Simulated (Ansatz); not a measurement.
```yaml
atoms:
  - { symbol: H, position_ang: [1.4400, 0.0000, 0.0000] }
  - { symbol: H, position_ang: [1.1650, 0.8464, 0.0000] }
  - { symbol: H, position_ang: [0.4450, 1.3695, 0.0000] }
  - { symbol: H, position_ang: [-0.4450, 1.3695, 0.0000] }
  - { symbol: H, position_ang: [-1.1650, 0.8464, 0.0000] }
  - { symbol: H, position_ang: [-1.4400, 0.0000, 0.0000] }
  - { symbol: H, position_ang: [-1.1650, -0.8464, 0.0000] }
  - { symbol: H, position_ang: [-0.4450, -1.3695, 0.0000] }
  - { symbol: H, position_ang: [0.4450, -1.3695, 0.0000] }
  - { symbol: H, position_ang: [1.1650, -0.8464, 0.0000] }
```

UHF-MP2 on doublet H₁₀(+) was run in several spherical basis sets with Ansatz (development build ahead of 0.2.0). Frozen core: 0 orbitals. Caution for UHF-MP2: bonds are stretched, where a single reference can fail; the charge can sit on one fragment and break the point group; the determinant breaks the point group.

Rank the basis sets by the total energy that they give, lowest first, with the distance from the lowest.
A. def2-SVP
B. pcseg-1
C. aug-cc-pVDZ
D. 6-31G
E. cc-pVDZ

C (0.00 eV), E (0.24 eV), A (0.26 eV), B (0.43 eV), D (2.69 eV).
